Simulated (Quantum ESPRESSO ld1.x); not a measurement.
In+, configuration [Kr] 4d10 5s2 (the NIST ground configuration). Calculated with ld1.x of Quantum ESPRESSO 7.5: Dirac Kohn-Sham, rPW86 exchange with PBE correlation, spin-unpolarised, spherical densities, point nucleus.

Unscreened Slater integrals over Kohn-Sham orbitals (eV). Large and small components are both included. Empty in this configuration: 5p1/2.

integral,value
"F0(5s1/2,5s1/2)",9.8893
"F0(5s1/2,4d5/2)",12.135
"G2(5s1/2,4d5/2)",1.7998
"F0(5s1/2,4d3/2)",12.159
"G2(5s1/2,4d3/2)",1.7351
"F0(5s1/2,4p3/2)",12.484
"G1(5s1/2,4p3/2)",0.75748
"F0(5s1/2,5p1/2)",8.7526
"G1(5s1/2,5p1/2)",5.6999
"F0(4d5/2,4d5/2)",20.838
"F2(4d5/2,4d5/2)",10.345
"F4(4d5/2,4d5/2)",6.7641
"F0(4d5/2,4d3/2)",20.980
"F2(4d5/2,4d3/2)",10.418
"G2(4d5/2,4d3/2)",10.411
"G4(4d5/2,4d3/2)",6.8097
"F0(4d5/2,4p3/2)",23.134
"F2(4d5/2,4p3/2)",11.472
"G1(4d5/2,4p3/2)",14.505
"G3(4d5/2,4p3/2)",8.8851
"F0(4d5/2,5p1/2)",10.063
"G3(4d5/2,5p1/2)",0.86388
"F0(4d3/2,4d3/2)",21.125
"F2(4d3/2,4d3/2)",10.494
"F0(4d3/2,4p3/2)",23.326
"F2(4d3/2,4p3/2)",11.609
"G1(4d3/2,4p3/2)",14.708
"G3(4d3/2,4p3/2)",9.0157
"F0(4d3/2,5p1/2)",10.076
"G1(4d3/2,5p1/2)",1.0094
"F0(4p3/2,4p3/2)",26.290
"F2(4p3/2,4p3/2)",13.783
"F0(4p3/2,5p1/2)",10.261
"G2(4p3/2,5p1/2)",0.43948
"F0(5p1/2,5p1/2)",7.9684
